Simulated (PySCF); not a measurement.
## Computed properties of SbCl5, SMILES [Cl][Sb]([Cl])([Cl])([Cl])[Cl]

SbCl5, SMILES [Cl][Sb]([Cl])([Cl])([Cl])[Cl]. The structure is a stationary point at PBE0-D3(BJ)/def2-SVP. The isomer is the one that the SMILES or the coordinates give; other isomers of the formula were not compared. The def2 effective core potentials stand for the cores of Sb; spin–orbit coupling is left out. The values are those of a single conformer. All values are computed for the isolated molecule unless a solvent is named; none is compared with measurement here.

**Structure.** The optimised structure has D3h symmetry. All 12 harmonic modes at PBE0-D3(BJ)/def2-SVP (PySCF) are real, so it is a minimum. With heavy atoms numbered as in [Sb:1]([Cl:2])([Cl:3])([Cl:4])([Cl:5])[Cl:6], the shortest bond between them is Sb1–Cl6 at 2.334 Å and the longest Sb1–Cl4 at 2.361 Å.

**Vibrations.** The strongest infrared lines (harmonic, unscaled, degenerate partners summed) lie at 402 cm⁻¹ (135 km/mol, Cl 69 %, Sb 31 %), 398 cm⁻¹ (96 km/mol, Cl 66 %, Sb 34 %), 161 cm⁻¹ (25 km/mol, Cl 73 %, Sb 27 %). The softest mode is at 55 cm⁻¹ and the zero-point energy is 4.0 kcal/mol.

**Electronic structure.** B3LYP/def2-TZVP (PySCF) places the frontier levels at -8.96 and -4.99 eV, a gap of 3.97 eV, and gives a dipole moment of 0.00 D and a mean polarisability of 103.0 bohr³.

**Excitations.** TDDFT-M06-2X/def2-SVPD (PySCF) has S1 at 3.74 eV (332 nm, f = 0.000, dark); the most intense of the 10 singlets computed lies at 5.01 eV (f = 0.08). Strengths of degenerate partners are summed. T1 (TDA) is at 3.47 eV. No vertical singlet excitation falls in the visible range (under 3.1 eV).
